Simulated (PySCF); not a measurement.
## Zn⁺ (zinc, charge +1): PBE calculation

Configuration: [Ar] 3d9 4s1 4p1, one real determinant (an excited configuration). Calculation: PySCF 2.14, in aug-cc-pVDZ-PP with ECP10MDF (5s5p4d2f, 54 functions); scalar relativity through the core potential.

```
Total energy                                                  : -226.2569 hartree
One-electron energy                                           : -394.4353 hartree
Hartree (Coulomb) energy                                      : 188.5151 hartree
Exchange-correlation energy                                   : -20.3368 hartree
⟨S²⟩                                                          : 3.7504
⟨L²⟩                                                          : 8.010
Sum of ⟨r⟩                                                    : 18.31 bohr
Sum of ⟨r²⟩                                                   : 28.08 bohr²
Traceless quadrupole moment −½Σ⟨3z² − r²⟩ along its main axis : -3.42 e·bohr²
```

```tsv
shell	electrons	mean orbital energy (hartree)	spread (hartree)	rms radius, mean of both spins (bohr)
3s α	1	-5.49648	0	0.731
3s β	1	-5.43656	0	0.731
3p α	3	-3.78407	0.08059	0.772
3p β	3	-3.72433	0.01277	0.772
3d α	5	-1.07168	0.09308	0.948
3d β	4	-1.01717	0.03402	0.948
4s α	1	-0.64262	0	2.54
4p α	1	-0.40142	0	2.98
```

⟨L²⟩ = 8.01 against 12 for a pure F term, so this real determinant mixes terms. Energies and moments cover only the electrons outside the core potential.
